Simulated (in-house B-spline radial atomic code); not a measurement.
Results of a calculation; reference values are marked as such.
# C6 from the polarisability at imaginary frequency: Zn²⁺

RPBE linear response of the closed shell [Ar] 3d10, from an all-electron radial atomic-structure program (B-spline basis); scalar-relativistic (spin-free one-electron X2C), finite nucleus, no spin-orbit coupling.

The dispersion coefficient of two like species is C6 = (3/π) ∫ α(iu)² du from 0 to ∞.

```tsv
u (hartree)	α(iu) (bohr³)
0	3.021
0.156	2.915
0.364	2.565
0.624	2.101
1.04	1.571
1.56	1.164
2.34	0.8094
3.64	0.504
5.2	0.3243
7.79	0.1854
13	0.08442
26	0.02639
```

Problem. Fit one oscillator, α(iu) = α(0)/(1 + u²/ω²), through u = 0.364 and estimate C6.

Solution. From α(0)/α(iu) − 1 = 3.021/2.565 − 1 = 0.1778, ω = u/√0.1778 = 0.8633 hartree (23.5 eV). London's formula gives C6 = (3/4) α(0)² ω = 0.75 × 3.021² × 0.8633 = 5.909 hartree·bohr⁶, and the oscillator holds f = α(0) ω² = 2.25 electrons, of a sum of oscillator strengths of 27.8.

Problem. How does that compare with the full integral?

Solution. The program's quadrature over all excitations gives C6 = 8.153, so the single oscillator is off by -27.5 %. At the last point the fit gives α = 0.00333 against 0.0264: higher excitations, and deeper shells where there are any, keep the true curve higher at large u.
